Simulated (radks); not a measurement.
Values are calculated unless marked as measured or tabulated.
I XIV, configuration [Kr] 4d4. Level of theory: scalar-relativistic Kohn-Sham, exchange-only LDA, spin-polarised, spherical densities, point nucleus; open shells are filled with parallel spins first (spin-orbit coupling, left out, can overturn this in heavy ions) (a radial shooting solver on a logarithmic mesh with Libxc functionals).

Radial electron density D(r) = 4 pi r^2 rho(r):

r (bohr),D(r) (e/bohr),spin D(r)
0.00229,7.833,-0.000234
0.002603,9.594,-0.000286
0.002935,11.56,-0.000344
0.003336,14.02,-0.000416
0.003791,16.92,-0.000501
0.004274,20.05,-0.000592
0.004858,23.86,-0.000703
0.005521,28.17,-0.000827
0.006225,32.62,-0.000955
0.007075,37.75,-0.00110
0.008042,43.17,-0.00125
0.00914,48.70,-0.00141
0.01031,53.78,-0.00155
0.01171,58.82,-0.00169
0.01331,63.15,-0.00181
0.01501,66.26,-0.00189
0.01706,68.31,-0.00191
0.01939,68.89,-0.00182
0.02186,68.12,-0.00155
0.02484,66.16,-0.000872
0.02824,63.59,0.000602
0.03209,61.24,0.00362
0.03618,60.10,0.00908
0.04113,60.86,0.0199
0.04674,64.17,0.0398
0.0527,69.47,0.0717
0.0599,76.56,0.128
0.06808,83.44,0.218
0.07676,87.85,0.345
0.08724,88.70,0.537
0.09915,84.94,0.796
0.1127,77.58,1.12
0.1271,69.77,1.45
0.1444,63.60,1.79
0.1641,62.10,2.04
0.1851,65.12,2.10
0.2103,70.58,1.91
0.239,74.04,1.44
0.2695,71.95,0.842
0.3063,62.91,0.237
0.3482,49.17,-0.0252
0.3957,35.44,0.340
0.4461,26.45,1.36
0.5071,22.45,3.00
0.5763,22.48,4.76
0.6498,23.07,6.00
0.7385,21.66,6.41
0.8394,17.54,5.77
0.9464,12.35,4.50
1.076,7.139,2.92
1.222,3.415,1.57
1.389,1.333,0.696
1.567,0.4524,0.265
1.78,0.1133,0.0745
2.024,0.02177,0.0159
2.282,0.003552,0.00283
2.593,0.0003725,0.000319

D(r) has 4 maxima, at r = 0.0191, 0.0838, 0.243, 0.645 bohr, and minima at 0.0371, 0.160, 0.536 bohr, inside which lie 1.98, 11.17, 29.26 electrons.
